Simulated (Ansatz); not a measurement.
Process, species as SMILES: [Br][Y]([Br])[Br] → [Br][Y]([Br])[Br] as doublet, charge +1 + e-
Geometries: B3LYP-D3(BJ)/def2-TZVP minima from Ansatz (an electronic-structure program). Frequencies are from Ansatz. [Br][Y]([Br])[Br] as doublet, charge +1: The spin state was set by rule; other spins were not relaxed.

Quantity: adiabatic ionisation energy (0 K, with B3LYP-D3(BJ) harmonic zero-point energies), in eV. Correlated levels leave the core frozen unless marked. Open shells are spin-unrestricted. No spin-orbit coupling. The frozen core is the preceding noble-gas configuration, with the filled d and f shells of earlier blocks. In def2 rows, elements after Kr have scalar-relativistic effective core potentials. STO-3G rows are all-electron and non-relativistic. CBS(X,Y): correlation extrapolated as X^-3; Hartree-Fock from the larger set. [CCSD(T)-MP2]/basis is that difference in the basis named.

```tsv
level	program	adiabatic ionisation energy (eV)	minus last row
HF/STO-3G	Ansatz	7.61	-2.48
HF/def2-SVPD	Ansatz	9.72	-0.37
r2SCAN-D4/def2-TZVPD	Ansatz + dftd4	9.70	-0.39
B3LYP-D3(BJ)/def2-TZVPD	Ansatz + dftd3	9.77	-0.32
r2SCAN0-D4/def2-TZVPD	Ansatz + dftd4	9.89	-0.20
CAM-B3LYP-D3(BJ)/def2-TZVPD	Ansatz + dftd3	9.99	-0.10
CAM-B3LYP/def2-TZVPD	Ansatz	10.01	-0.08
B2GP-PLYP-D4/def2-TZVPD	Ansatz + dftd4	9.95	-0.14
B2PLYP-D3(BJ)/def2-TZVPD	Ansatz + dftd3	9.84	-0.25
RI-MP2/CBS(def2-TZVPPD,def2-QZVPPD)+[CCSD(T)-MP2]/def2-TZVPPD	Ansatz	10.09	0.00
```
